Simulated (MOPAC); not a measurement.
MOPAC input (PM3):

```
PM3 1SCF CHARGE=-1 GEO-OK AUX(PRECISION=9) THREADS=1
CHS

C    -1.07726718 1    0.31070560 1   -0.28901821 1
S     0.51175678 1   -0.09098563 1    0.09072573 1
H    -1.72450539 1   -0.40846356 1    0.28249763 1
```

From the output:

```
                                                       MOPAC v23.2.5 Linux

          FINAL HEAT OF FORMATION =         54.57771 KCAL/MOL =     228.35312 KJ/MOL

          COSMO AREA              =         77.22 SQUARE ANGSTROMS
          COSMO VOLUME            =         60.83 CUBIC ANGSTROMS

          IONIZATION POTENTIAL    =          1.956608 EV
          HOMO LUMO ENERGIES (EV) =         -1.957  5.371
          NO. OF FILLED LEVELS    =          6
          MOLECULAR WEIGHT        =         45.0789         POINT GROUP:  Cs

          MOLECULAR DIMENSIONS (Angstroms)

            Atom       Atom       Distance
            H     3    S     2     2.26681
            S     2    C     1     0.80153
            S     2    C     1     0.00000

          SCF CALCULATIONS        =          1

   ATOM   CHEMICAL          X               Y               Z
  NUMBER   SYMBOL      (ANGSTROMS)     (ANGSTROMS)     (ANGSTROMS)

     1       C         -1.07726718  *   0.31070560  *  -0.28901821  *
     2       S          0.51175678  *  -0.09098563  *   0.09072573  *
     3       H         -1.72450539  *  -0.40846356  *   0.28249763  *

                             CARTESIAN COORDINATES

   1    C       -1.077267180     0.310705600    -0.289018210
   2    S        0.511756780    -0.090985630     0.090725730
   3    H       -1.724505390    -0.408463560     0.282497630

           Empirical Formula: C H S  =     3 atoms

      MOLECULAR POINT GROUP   :   Cs

                  EIGENVALUES
 -23.43861 -13.75903  -7.28273  -4.76700  -4.52865  -1.95661   5.37140   7.70326
   9.70137

              NET ATOMIC CHARGES AND DIPOLE CONTRIBUTIONS

  ATOM NO.   TYPE          CHARGE      No. of ELECS.   s-Pop       p-Pop
    1          C          -0.300285        4.3003     1.65921     2.64107
    2          S          -0.626978        6.6270     1.94409     4.68289
    3          H          -0.072738        1.0727     1.07274
 DIPOLE           X         Y         Z       TOTAL
 POINT-CHG.     0.799     0.012     0.015     0.800
 HYBRID        -0.543    -1.198     0.969     1.634
 SUM            0.257    -1.187     0.984     1.563

          ATOMIC ORBITAL ELECTRON POPULATIONS

     Atom    s        px        py        pz
    1  C   1.65921   0.90436   0.94452   0.79219
    2  S   1.94409   1.25605   1.75344   1.67340
    3  H   1.07274

 **********************
 *                    *
 * JOB ENDED NORMALLY *
 *                    *
 **********************

 == MOPAC DONE ==
```

The dipole moment of an ion depends on the origin.

The geometry given is a B3LYP-D3(BJ)/def2-TZVP minimum.
